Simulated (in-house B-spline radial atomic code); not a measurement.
Configurations of Ti4+, with energies counted from [Ne] 3s2 3p6. Computed with an all-electron radial atomic-structure program (B-spline basis): non-relativistic B3LYP, spin-polarised, spherical fractional occupations, point nucleus. Caution: exact exchange at fractional occupations of open shells leaves self-interaction of up to several eV. Shells without spins written out take the highest spin.

Occupations are held fixed; configurations that lie above the ionisation limit could autoionise.

```json
{"configuration": "[Ne] 3s2 3p5 3d1", "E - E(ref) (eV)": "38.608", "highest orbital": "3d up", "its <r> (bohr)": "1.147"}
{"configuration": "[Ne] 3s(1 up, 0 down) 3p6 4s(1 up, 0 down)", "E - E(ref) (eV)": "78.832", "highest orbital": "4s up", "its <r> (bohr)": "2.317"}
{"configuration": "[Ne] 3s2 3p(3 up, 2 down) 4f(1 up, 0 down)", "E - E(ref) (eV)": "78.977", "highest orbital": "4f up", "its <r> (bohr)": "3.361"}
{"configuration": "[He] 2s2 2p5 3s2 3p6 3d1", "E - E(ref) (eV)": "468.62", "highest orbital": "3d up", "its <r> (bohr)": "1.07"}
{"configuration": "[He] 2s2 2p(2 up, 3 down) 3s2 3p6 4p(1 up, 0 down)", "E - E(ref) (eV)": "495.35", "highest orbital": "4p up", "its <r> (bohr)": "2.496"}
{"configuration": "[He] 2s2 2p5 3s2 3p6 4f1", "E - E(ref) (eV)": "512.72", "highest orbital": "4f up", "its <r> (bohr)": "3.37"}
```

(1) Order these further configurations by energy, lowest first.
A. [He] 2s2 2p5 3s2 3p6 4d1
B. [Ne] 3s1 3p6 4f1
C. [Ne] 3s1 3p6 3d1
D. [Ne] 3s2 3p5 4d1
E. [Ne] 3s2 3p5 4s1

(2) How far above the reference does [He] 2s2 2p(2 up, 3 down) 3s2 3p6 4f(1 up, 0 down) lie?

Answers

(1) E (55.148 eV), C (62.01 eV), D (72.239 eV), B (102.71 eV), A (505.19 eV).

(2) 512.72 eV; its least bound orbital is 4f up with <r> = 3.369 bohr.
